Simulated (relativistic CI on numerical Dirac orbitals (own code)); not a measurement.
Charge states of lead

Method of calculation: Dirac-Coulomb-Breit CI, orbitals from a KLI potential per configuration, model QED, valence Slater integrals scaled by 0.9 (own radial code, finite nucleus).

Each species is treated in one configuration, given outside its closed core. Radial values are for the open shell of highest l, unscaled and averaged over j; ζ includes the Breit term. Labels give the leading LS character, summed over repeated terms.

| Ion | Configuration | Its lowest level | LS weight (%) | Next level | E (cm⁻¹) | F² (cm⁻¹) | F⁴ (cm⁻¹) | g_J | g√(J(J+1)) |
| --- | --- | --- | --- | --- | --- | --- | --- | --- | --- |
| Pb⁴⁸⁺ | 3d10.4s2.4p4 | 3P_2 | 69 | 1S_0 | 80572 | 286300 |  | 1.337 | 3.28 |
| Pb⁴⁹⁺ | 3d10.4s2.4p3 | J = 3/2 (mixed) | 48 | 4S°_3/2 | 1.2833e+06 | 287500 |  | 1.349 | 2.61 |
| Pb⁵⁰⁺ | 3d10.4s2.4p2 | 3P_0 | 69 | 3P_1 | 1.3084e+06 | 288700 |  |  | 0.00 |
| Pb⁵¹⁺ | 3d10.4s2.4p | 2P°_1/2 | 100 | 2P°_3/2 | 1.3757e+06 |  |  | 0.657 | 0.57 |
| Pb⁵²⁺ | 3d10.4s2 | 1S_0 | 100 |  |  |  |  |  | 0.00 |
| Pb⁵³⁺ | 3d10.4s | 2S_1/2 | 100 |  |  |  |  | 1.993 | 1.73 |
| Pb⁵⁴⁺ | 3d10 | 1S_0 | 100 |  |  |  |  |  | 0.00 |
| Pb⁵⁵⁺ | 3d9 | 2D_5/2 | 100 | 2D_3/2 | 883960 |  |  | 1.186 | 3.51 |
| Pb⁵⁶⁺ | 3d8 | 3F_4 | 85 | J = 2 (mixed) | 81147 | 668900 | 431700 | 1.198 | 5.36 |
| Pb⁵⁷⁺ | 3d7 | 4F_9/2 | 55 | J = 3/2 (mixed) | 117380 | 674200 | 435300 | 1.205 | 6.00 |
| Pb⁵⁸⁺ | 3d6 | J = 4 (mixed) | 42 | J = 2 (mixed) | 74892 | 679400 | 438900 | 1.216 | 5.44 |
| Pb⁵⁹⁺ | 3d5 | J = 5/2 (mixed) | 27 | J = 5/2 (mixed) | 822450 | 684600 | 442400 | 1.237 | 3.66 |
| Pb⁶⁰⁺ | 3d4 | 3P_0 | 61 | 5D_1 | 876270 | 689800 | 446000 |  | 0.00 |
| Pb⁶¹⁺ | 3d3 | J = 3/2 (mixed) | 42 | 4F_5/2 | 893570 | 695000 | 449500 | 0.740 | 1.43 |
| Pb⁶²⁺ | 3d2 | 3F_2 | 71 | 3P_0 | 208370 | 700200 | 453000 | 0.765 | 1.87 |
| Pb⁶³⁺ | 3d | 2D_3/2 | 100 | 2D_5/2 | 1.0091e+06 |  |  | 0.783 | 1.52 |
| Pb⁶⁴⁺ | 3s2.3p6 | 1S_0 | 100 |  |  |  |  |  | 0.00 |
| Pb⁶⁵⁺ | 3s2.3p5 | 2P°_3/2 | 100 | 2P°_1/2 | 4.6404e+06 |  |  | 1.317 | 2.55 |
| Pb⁶⁶⁺ | 3s2.3p4 | 3P_2 | 68 | 1S_0 | 176630 | 604300 |  | 1.323 | 3.24 |
| Pb⁶⁷⁺ | 3s2.3p3 | J = 3/2 (mixed) | 49 | 4S°_3/2 | 4.6036e+06 | 606700 |  | 1.329 | 2.57 |
| Pb⁶⁸⁺ | 3s2.3p2 | 3P_0 | 68 | 3P_1 | 4.6687e+06 | 609200 |  |  | 0.00 |
| Pb⁶⁹⁺ | 3s2.3p | 2P°_1/2 | 100 | 2P°_3/2 | 4.8308e+06 |  |  | 0.642 | 0.56 |
| Pb⁷⁰⁺ | 3s2 | 1S_0 | 100 |  |  |  |  |  | 0.00 |
| Pb⁷¹⁺ | 3s | 2S_1/2 | 100 |  |  |  |  | 1.978 | 1.71 |
